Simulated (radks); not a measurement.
Numerical settings for neutral lithium, [He] 2s1. All-electron calculation, scalar-relativistic Kohn-Sham, BLYP, spin-polarised, spherical densities, point nucleus; open shells are filled with parallel spins first. Program: a radial shooting solver on a logarithmic mesh with Libxc functionals. The defaults (mesh step 0.008 in ln r, mesh end at 40 bohr or more with all orbitals vanishing there, Anderson mixing 0.5 over 9 steps, residual threshold near 1e-9 with the energy settled to 1e-9 hartree or 1e-11 of itself, here a cap of 93 iterations) give E = -7.4835 hartree and 2s at -3.031 eV in 14 iterations. Run on one thread of a shared host, so times are rough (Arm Neoverse V2): 0.05 s of CPU time, 0.05 s wall, 14 iterations on 2496 mesh points. Changes against that run (0 stands for a change within the tolerance of the run):

| setting | iterations | converged | E (mhartree) | e(2s) (meV) | CPU (s) |
|---|---|---|---|---|---|
| mesh step in ln r 0.02 | 14 | yes | 0 | 0 | 0.02 |
| mesh step in ln r 0.12 | 93 | no | -4.61e+04 | - | 0.11 |
| mesh step in ln r 0.03 | 14 | yes | 0 | 0 | 0.02 |
| mesh end (bohr) 20 | 14 | yes | +0.000165 | +0.036 | 0.05 |
| mesh end (bohr) 2 | 13 | level above zero | +2.21e+03 | +6.49e+04 | 0.04 |
| residual threshold 1e-05 | 8 | yes | 0 | -0.0152 | 0.03 |
| residual threshold 0.01 | 8 | yes | 0 | -0.0152 | 0.03 |
| mixing 1 | 11 | yes | 0 | 0 | 0.04 |
| linear mixing, mixing 0.2 | 93 | yes | 0 | 0 | 0.25 |
| linear mixing, mixing 1 | 16 | yes | 0 | 0 | 0.05 |
| mixing history 3 | 19 | yes | 0 | 0 | 0.06 |
| iteration cap 2 | 2 | no | +7.12 | -2.78e+03 | 0.01 |

Settled on a wrong energy, with an occupied level pushed above zero by the early mesh end: mesh end (bohr) 2 (+2.21 hartree). Apart from these: no run marked as converged misses the energy by more than 1 mhartree. A mesh that ends early acts as a hard wall.
